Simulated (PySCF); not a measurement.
C3H2F3OS (charge +1).
SMILES: `[O+]#CCSC(F)(F)F`

Computed with PySCF at PBE0/def2-SVPD, non-relativistic, on one gas-phase PBE0-D3(BJ)/def2-SVP geometry that isn't relaxed in the solvent. The solvent is an IEF-PCM continuum (cavity from Bondi-type radii × 1.2), and excitations are vertical TDDFT with non-equilibrium linear response and a frozen core. The model holds no explicit solvent molecules, cavitation or dispersion.

Gas-phase singlets (H = HOMO, L = LUMO):

```tsv
state	E (eV)	λ (nm)	f	leading configurations
S1	3.769	329	0.026	H→L 97%
S2	4.044	307	0.001	H→L+1 99%
S3	5.789	214	0.007	H-1→L 97%
S4	6.160	201	0.005	H-1→L+1 50%, H→L+2 47%
S5	6.180	201	0.013	H-1→L+1 48%, H→L+2 46%
```

Problem. What are the lowest 5 singlets in benzene (ε = 2.271)?

Solution. 
| state | E (eV) | λ (nm) | f | leading configurations | change by rank (eV) |
| --- | --- | --- | --- | --- | --- |
| S1 | 3.877 | 320 | 0.032 | H→L 98% | +0.108 |
| S2 | 4.250 | 292 | 0.001 | H→L+1 100% | +0.206 |
| S3 | 6.003 | 207 | 0.008 | H-1→L 91%, H→L+2 8% | +0.214 |
| S4 | 6.172 | 201 | 0.027 | H→L+2 87%, H-1→L 8% | +0.012 |
| S5 | 6.446 | 192 | 0.005 | H-1→L+1 98% | +0.266 |

Problem. Give the list for dichloromethane (ε = 8.93), n² = 2.03.

Solution. 
| state | E (eV) | λ (nm) | f | leading configurations | change by rank (eV) |
| --- | --- | --- | --- | --- | --- |
| S1 | 4.001 | 310 | 0.030 | H→L 98% | +0.232 |
| S2 | 4.446 | 279 | 0.000 | H→L+1 100% | +0.402 |
| S3 | 6.149 | 202 | 0.000 | H→L+2 61%, H-1→L 37% | +0.360 |
| S4 | 6.248 | 198 | 0.037 | H-1→L 62%, H→L+2 36% | +0.088 |
| S5 | 6.690 | 185 | 0.005 | H-1→L+1 98% | +0.510 |

Problem. The ground-state energy changes by -2.482 eV from gas to dichloromethane. By how much does the total energy of gas-phase S1 change?

Solution. E(S1) = E(S0) + excitation energy, so it changes by -2.482 + 0.232 = -2.250 eV: it is lowered less than the ground state, which is what a blue shift means. This is the vertical state, with the slow part of the continuum still set for S0.

Problem. How do the frontier levels move from gas to dichloromethane?

Solution. 
```
orbital  gas (eV)  solvent (eV)  change (eV)
 LUMO+2     -5.56         -1.36        +4.20
 LUMO+1     -8.13         -3.61        +4.52
   LUMO     -8.40         -3.98        +4.42
   HOMO    -13.47         -9.35        +4.12
 HOMO-1    -15.45        -11.47        +3.98
 HOMO-2    -17.04        -13.13        +3.91
 HOMO-3    -17.18        -13.37        +3.81
```

The HOMO–LUMO gap goes from 5.08 to 5.37 eV. Rows go by rank; for HOMO-3 and HOMO-2 the atom shares or the degeneracy differ between the runs, so the row needn't follow one orbital.

Conformer computed: `[O+:1]#[C:2][CH2:3][S:4][C:5]([F:6])([F:7])[F:8]`: C2–C3–S4–C5 -81°, C3–S4–C5–F6 -66°.
